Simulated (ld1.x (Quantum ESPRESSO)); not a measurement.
## Which change was made? (Se, PAW)

ld1.x (Quantum ESPRESSO) 7.5 input, shortened:

```
&input
   title='Se', zed=34., rel=1, dft='BP', iswitch=3,
   config='[Ar] 3d10 4s2 4p4'
 /
 &inputp
   pseudotype=3, lpaw=.true., tm=.true., lloc=-1, rcloc=1.55,
   nlcc=.true., new_core_ps=.true., rcore=1.30,
   which_augfun='PSQ', rmatch_augfun=1.35
 /
4
4S  1  0   2.00   0.00  1.25  1.40  0.0
4S  1  0   0.00  -0.45  1.25  1.40  0.0
4P  2  1   4.00   0.00  1.55  1.85  0.0
4P  2  1   0.00   0.95  1.55  1.85  0.0
 &test
   configts(1)='4s2 4p4'
 /
```

Cutoffs, loose and tight: the cutoffs (Ry, on a coarse ladder) from which the occupation-weighted sum of valence levels, in a spherical-Bessel basis at the reference potential, stays within 10 and 1 mRy of its value at 400 Ry. They do not see the model core or the augmentation charge, which bear on the density cutoff. Test errors are all-electron minus pseudo excitation energies from the reference, over the configurations 4s2 4p3; 4s2 4p2; 4s2 4p1; 4s2 4p0; 4s0 4p6; 4s1 4p4; 4s2 4p3.5; variants that change the core or the reference have their own tests.

The base gives: outcome: generated; cutoff, loose: 18 Ry; cutoff, tight: 35 Ry; bound ghosts: none; largest test error (meV): -286.

**Question.** After one change the result is: outcome: failed: new_paw_hamiltonian: negative rho. Which change was it?
A. waves 4s (bound): rcut 1.25, rcutus 1.70 bohr; 4s channel at -0.45 Ry: rcut 1.25, rcutus 1.70 bohr
B. reference 4s2 4p3
C. all radii but the core radius scaled by about 0.84 (s 1.18, p 1.56 bohr, rcut 1.06/1.30); local potential all-electron potential smoothed inside 1.30 bohr (lloc = -1); augmentation PSQ, radius 1.14 bohr

**Answer.** C. The others give: reference 4s2 4p3 → outcome: generated; cutoff, loose: 18 Ry; cutoff, tight: 35 Ry; bound ghosts: d; largest test error (meV): -230 | waves 4s (bound): rcut 1.25, rcutus 1.70 bohr; 4s channel at -0.45 Ry: rcut 1.25, rcutus 1.70 bohr → outcome: generated; cutoff, loose: 15 Ry; cutoff, tight: 25 Ry; bound ghosts: none; largest test error (meV): -282.
